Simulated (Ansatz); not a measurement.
# Reading a saddle point

A first-order saddle point of ZnH4SO, singlet, PBE0-D4/def2-TZVP, with one imaginary mode of 1153i cm⁻¹:

| atom | x (Å) | y (Å) | z (Å) |
| --- | --- | --- | --- |
| Zn1 | -0.0507 | 0.5732 | -0.2345 |
| S2 | 0.8615 | -1.4248 | 0.8460 |
| O3 | -0.4373 | 1.1678 | -1.8740 |
| H4 | 0.3177 | 0.0360 | 1.4517 |
| H5 | -0.1121 | 1.0434 | 1.4059 |
| H6 | -0.3748 | -1.9390 | 0.9691 |
| H7 | -0.2043 | 0.5434 | -2.5642 |

Program: Ansatz 0.2.0. Basis: def2-TZVPP and def2-QZVPP. Cores are frozen in the correlated methods. The 3s and 3p shells of Cu and Zn are frozen; filled d shells are correlated. Extrapolation: Hartree–Fock as exp(−7.88 √X), correlation as X^−2.97.

(1) Which contacts change along the imaginary mode, and what lies on either side? (A judgement: the text doesn't fix the answer.)

(2) Which side is lower, and how far does the saddle lie above each? (To be estimated.)

T1 diagnostic: at most 0.017.

Results:

(1) Computed: The step is ZnH₂SO ([OH][Zn][SH]) + H₂ → ZnH₂O ([OH][ZnH]) + H₂S (still joined by a long Zn–S bond), with the molecules in contact on both sides. Shortening one way: Zn1–H5, S2–H4; lengthening the same way: Zn1–S2, H4–H5.
| pair | one side (Å) | saddle (Å) | other side (Å) |
| --- | --- | --- | --- |
| Zn1–H5 | 2.71 | 1.71 | 1.53 |
| S2–H4 | 3.74 | 1.67 | 1.34 |
| Zn1–S2 | 2.15 | 2.45 | 2.74 |
| H4–H5 | 0.75 | 1.10 | 3.90 |

(2) The calculation gives: The side with Zn1–S2, H4–H5 short is lower by 0.483 eV; the saddle lies 1.651 eV above it and 1.169 eV above the other (CCSD(T) at an estimated basis limit (MP2 extrapolated from triple and quadruple zeta, plus CCSD(T) − MP2 in triple zeta); electronic energies).

Labels in which every atom is bracketed show which atoms are joined, not bond orders.

For scale, one of the runs: CCSD(T)/def2-TZVPP, 193 basis functions, launched by `ansatz run in.yaml --threads 4 --pin off --events-out ev --progress --plain --max-ram 9574MiB`. The run took 43 s on 4 CPU threads of an Arm Neoverse V1 (shared host), with 2.1 GiB of host memory at its peak.
